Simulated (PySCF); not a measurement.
Isomers of C6H11ClSi, mass 146.032 u with the commonest isotopes. Method: PBE0/pcSseg-1 in PySCF (dipole) on a GFN2-xTB geometry, gas phase. One conformer each, none proved a minimum here; rigid rotors.

**Question.** Order these by radius of gyration √(Σ m r²/M), smallest first.
A. `[CH2:1]=[C:2]=[C:3]([CH3:4])[Si@@H:5]([Cl:6])[CH2:7][CH3:8]` with C2–C3–Si5–Cl6 -119°, C3–Si5–C7–C8 66°
B. `[Cl:1][SiH2:2]/[CH:3]=[CH:4]/[CH2:5][CH:6]1[CH2:7][CH2:8]1` with Cl1–Si2–C3–C4 -1°, C3–C4–C5–C6 122°, C4–C5–C6–C7 82°
C. `[CH2:1]=[C:2]([CH3:3])[Si:4]1([Cl:5])[CH2:6][CH2:7][CH2:8]1` with C1–C2–Si4–Cl5 165°, C2–Si4–C6–C7 -107°, Si4–C6–C7–C8 -9°, C6–C7–C8–Si4 9°, C2–Si4–C8–C7 108°
D. `[CH2:1]=[C:2]1[CH2:3][C@@H:4]([CH3:5])[CH2:6][Si@@H:7]1[Cl:8]` with C1–C2–C3–C4 -146°, C2–C3–C4–C5 -170°, C3–C4–C6–Si7 39°, C4–C6–Si7–Cl8 98°

**Answer.** C (2.102 Å), D (2.174 Å), A (2.245 Å), B (2.758 Å).

**Question.** Order these by rotational constant A, largest first.
A. `[CH2:1]=[C:2]=[C:3]([CH3:4])[Si@@H:5]([Cl:6])[CH2:7][CH3:8]` with C2–C3–Si5–Cl6 -119°, C3–Si5–C7–C8 66°
B. `[CH2:1]=[C:2]([CH3:3])[Si:4]1([Cl:5])[CH2:6][CH2:7][CH2:8]1` with C1–C2–Si4–Cl5 165°, C2–Si4–C6–C7 -107°, Si4–C6–C7–C8 -9°, C6–C7–C8–Si4 9°, C2–Si4–C8–C7 108°
C. `[CH2:1]=[C:2]1[CH2:3][C@@H:4]([CH3:5])[CH2:6][Si@@H:7]1[Cl:8]` with C1–C2–C3–C4 -146°, C2–C3–C4–C5 -170°, C3–C4–C6–Si7 39°, C4–C6–Si7–Cl8 98°
D. `[Cl:1][SiH2:2]/[CH:3]=[CH:4]/[CH2:5][CH:6]1[CH2:7][CH2:8]1` with Cl1–Si2–C3–C4 -1°, C3–C4–C5–C6 122°, C4–C5–C6–C7 82°

**Answer.** D (3166 MHz), C (2080 MHz), B (1617 MHz), A (1488 MHz).

**Question.** Order these by out-of-plane moment Σ m c² = (Ia + Ib − Ic)/2, largest first.
A. `[CH2:1]=[C:2]([CH3:3])[Si:4]1([Cl:5])[CH2:6][CH2:7][CH2:8]1` with C1–C2–Si4–Cl5 165°, C2–Si4–C6–C7 -107°, Si4–C6–C7–C8 -9°, C6–C7–C8–Si4 9°, C2–Si4–C8–C7 108°
B. `[CH2:1]=[C:2]=[C:3]([CH3:4])[Si@@H:5]([Cl:6])[CH2:7][CH3:8]` with C2–C3–Si5–Cl6 -119°, C3–Si5–C7–C8 66°
C. `[Cl:1][SiH2:2]/[CH:3]=[CH:4]/[CH2:5][CH:6]1[CH2:7][CH2:8]1` with Cl1–Si2–C3–C4 -1°, C3–C4–C5–C6 122°, C4–C5–C6–C7 82°
D. `[CH2:1]=[C:2]1[CH2:3][C@@H:4]([CH3:5])[CH2:6][Si@@H:7]1[Cl:8]` with C1–C2–C3–C4 -146°, C2–C3–C4–C5 -170°, C3–C4–C6–Si7 39°, C4–C6–Si7–Cl8 98°

**Answer.** B (55.14 u·Å²), A (51.72 u·Å²), D (42.81 u·Å²), C (19.61 u·Å²).

```json
{"SMILES": "C=C1C[C@@H](C)C[Si@@H]1Cl", "point group": "C1", "Ia (u·Å²)": "242.98", "Ib (u·Å²)": "490.10", "Ic (u·Å²)": "647.46", "κ": "-0.61", "μa (D)": "1.78", "μb (D)": "0.35", "μc (D)": "0.51"}
{"SMILES": "C=C(C)[Si]1(Cl)CCC1", "point group": "C1", "Ia (u·Å²)": "312.53", "Ib (u·Å²)": "384.60", "Ic (u·Å²)": "593.68", "κ": "0.21", "μa (D)": "0.01", "μb (D)": "1.56", "μc (D)": "0.13"}
{"SMILES": "C=C=C(C)[Si@@H](Cl)CC", "point group": "C1", "Ia (u·Å²)": "339.71", "Ib (u·Å²)": "451.10", "Ic (u·Å²)": "680.54", "κ": "0.01", "μa (D)": "1.74", "μb (D)": "0.49", "μc (D)": "0.46"}
{"SMILES": "Cl[SiH2]/C=C/CC1CC1", "point group": "C1", "Ia (u·Å²)": "159.61", "Ib (u·Å²)": "971.06", "Ic (u·Å²)": "1091.45", "κ": "-0.96", "μa (D)": "1.49", "μb (D)": "1.32", "μc (D)": "0.10"}
```
